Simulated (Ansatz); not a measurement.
Input file for Ansatz (an electronic-structure program): R-CCSD(T)/def2-TZVPP on GeH4SSi (SMILES [SiH3][Ge][SH]), a point of a torsion scan. The run froze 24 orbitals, filled d shells among them.

Ansatz 0.2 input:
```yaml
crystal:
  periodic: [false, false, false]
  atoms:
    - {symbol: Si, position_ang: [1.06099274, -0.06890876, 0.15271925]}
    - {symbol: Ge, position_ang: [-0.13892758, 2.04181601, -0.13059421]}
    - {symbol: S, position_ang: [-1.37788801, 2.00122456, 1.73823813]}
    - {symbol: H, position_ang: [0.78009298, -0.97928892, -0.96705211]}
    - {symbol: H, position_ang: [2.51410035, 0.15303338, 0.13483740]}
    - {symbol: H, position_ang: [0.78760174, -0.84323031, 1.37671133]}
    - {symbol: H, position_ang: [-1.01441125, 0.86170195, 2.31395631]}
basis:
  gaussian:
    orbitals: def2-TZVPP
magnetization: {spin_polarized: false}
correlation: {method: ccsd_t, electrons: outside_noble_gas}
scf: {lower_state_search: off}
```

Q: What total energy does the run end on?

A: -2764.6606 hartree (reference determinant -2764.1868, T1 diagnostic 0.017).

Q: How many basis functions does it have, and what does it roughly cost on one machine?

A: 188 functions; roughly 26 core-seconds.
